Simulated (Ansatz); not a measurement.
The cluster SiB₃, relaxed as a doublet with UKS r2SCAN-D4/def2-TZVP in Ansatz, starting from the GFN1-xTB geometry. Force threshold 0.02 eV/Å.

The charge 0 doublet is spin-contaminated (final ⟨S²⟩ up to 1.30, 0.75 for a pure state). The relaxation made no stability test and no search for a lower SCF solution. Another isomer (doublet) lies 0.59 eV lower at PBE0-D4/def2-TZVP; other spin states weren't run for this one.

Start:

```xyz
4

B     0.479   -1.409   -0.371
B    -0.258    2.049   -0.376
B     0.439   -0.878    0.987
Si   -0.660    0.238   -0.241
```

| step | energy (eV) | largest force component (eV/Å) | SCF passes |
| --- | --- | --- | --- |
| 1 | -9895.0414 | 3.001 | 78 |
| 2 | -9895.3178 | 1.582 | 47 |
| 3 | -9895.4099 | 0.355 | 48 |
| 4 | -9895.4369 | 0.343 | 41 |
| 5 | -9895.5041 | 0.611 | 46 |
| 6 | -9895.8310 | 1.615 | 53 |
| 7 | -9896.6219 | 2.882 | 42 |
| 8 | -9897.6271 | 2.773 | 36 |
| 9 | -9898.0201 | 2.910 | 39 |
| 10 | -9898.1318 | 0.544 | 39 |
| 11 (rejected) | -9898.1254 | 1.166 | 39 |
| 12 | -9898.1724 | 0.203 | 34 |
| 13 (rejected) | -9898.1264 | 0.833 | 34 |
| 14 | -9898.1815 | 0.076 | 31 |
| 15 (rejected) | -9898.1802 | 0.195 | 28 |
| 16 | -9898.1822 | 0.016 | 31 |

Force components are those of the run's own axes.

End:

```xyz
4

B     0.267   -1.375   -0.072
B    -0.047    1.347    0.282
B     0.664   -0.004    0.600
Si   -0.884    0.033   -0.810
```

Bonds formed: B2–B3 (atoms count from 1).

No frequencies were taken in this run, so the end may be a saddle point.

Hardware: 4 threads of Arm Neoverse V1 on a shared host. Wall time 33 s.
